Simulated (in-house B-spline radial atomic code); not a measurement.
Values are calculated unless marked as measured or tabulated.
# Ghost states of the separable form: Rh

Rh, [Kr] 4d8 5s1, non-relativistic PBE, spherical and spin-unpolarised, from an all-electron radial atomic-structure program (B-spline basis) (atomic units; all potentials screened as in the neutral atom).

Troullier-Martins channels: 5s (ε = -0.1446, r_c = 2.416 bohr), 4d (ε = -0.2318, r_c = 0.987 bohr). In the Kleinman-Bylander form one channel serves as the local potential, and each other channel l becomes |δV u><u δV|/<u|δV|u>, with δV = V_l − V_local and u the pseudo-orbital. Its strength is E_KB = <u|δV²|u>/<u|δV|u>. By the analysis of Gonze, Stumpf and Scheffler a spurious state lies below the reference level ε if E_KB > 0 and ε is above the second level of the local potential alone, or if E_KB < 0 and ε is above its first. The table's levels are those of angular momentum l in a sphere of 9 bohr, whose wall can lift a shallow ε a little above its free-atom value.

| local | channel | <u δV u> | <u δV² u> | ε | first local level | second local level |
| --- | --- | --- | --- | --- | --- | --- |
| s | d | -3.3679 | 22.941 | -0.2318 | 0.0999 | 0.3439 |
| d | s | 0.17352 | 0.67179 | -0.1432 | -10.1562 | -1.7774 |

Task: Apply the rule to each row.

Result: Local s, channel d: E_KB = -6.81, so ε = -0.2318 is set against 0.0999: no ghost. Local d, channel s: E_KB = +3.87, so ε = -0.1432 is set against -1.7774: a ghost.

Diagonalising the separable Hamiltonian gives:

```json
{"local": "s", "channel": "d", "three lowest levels": "-0.2318, 0.1238, 0.4183", "all-electron, two lowest valence levels": "-0.2318, 0.1222"}
{"local": "d", "channel": "s", "three lowest levels": "-8.7581, -0.1432, 0.1157", "all-electron, two lowest valence levels": "-0.1432, 0.1173"}
```

Task: Which choices of local channel are safe?

Result: Free of ghosts: s. With d local the s channel has a ghost 8.61 hartree below ε, since the local potential binds more than one state below ε, and a repulsive term of rank one raises each level at most to the next, so it clears only one of them. Among the safe choices the second level, which tests transfer, is off by at most 1.5 millihartree (s local).
